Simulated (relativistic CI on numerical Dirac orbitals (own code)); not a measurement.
**Ga5+: what numerical and physical settings do to a radial Dirac CI calculation**

Reference input:

```
atom Ga  Z=31  charge=5  electrons=26
nucleus A=69  rms_radius_fm=3.9973
hamiltonian dirac-coulomb  breit=on  qed=on  c_scale=1
orbitals kli  potential=per-configuration
slater_scale 1
correlation none
mixing on
grid step=0.0125 r_max=24.8
scf mixing=0.4 start=green max_iterations=150 tolerance=2e-08 node_fill=0.05
configurations
  [Ar] 3d8
  [Ar] 3d7 4s
end
```

Computed lowest total energy -1933.84679 Ha, first excitation 3142.2 cm⁻¹, 24 SCF steps. Runs with settings changed; * marks those that are bad on purpose (the QED terms keep the true α when c is scaled):

| Changed | Outcome | Lowest level | ΔE (Ha) | First excitation (cm⁻¹) | SCF steps | Message |
| --- | --- | --- | --- | --- | --- | --- |
| QED terms off, speed of light × 0.8 | converged | 3d⁸ ³F4 | -11.4 | 4895.8 | 24 |  |
| grid step 0.03, SCF mixing 0.05, SCF tolerance 1e-06 | converged | 3d⁸ ³F4 | 0.00017 | 3142.2 | 26 |  |
| node fill of the KLI weights 0.2 | converged | 3d⁸ ³F4 | 0.00303 | 3189.9 | 24 |  |
| end of the grid at 17.36 bohr | converged | 3d⁸ ³F4 | -9.09e-13 | 3142.2 | 24 |  |
| configuration list: overfill * | refused |  |  |  | 0 | configuration [Ne] 3s2 3d11: a shell holds more than 4l+2 electrons |
| SCF tolerance 0.05 * | converged | 3d⁸ ³F4 | 0.001 | 3106.4 | 10 |  |
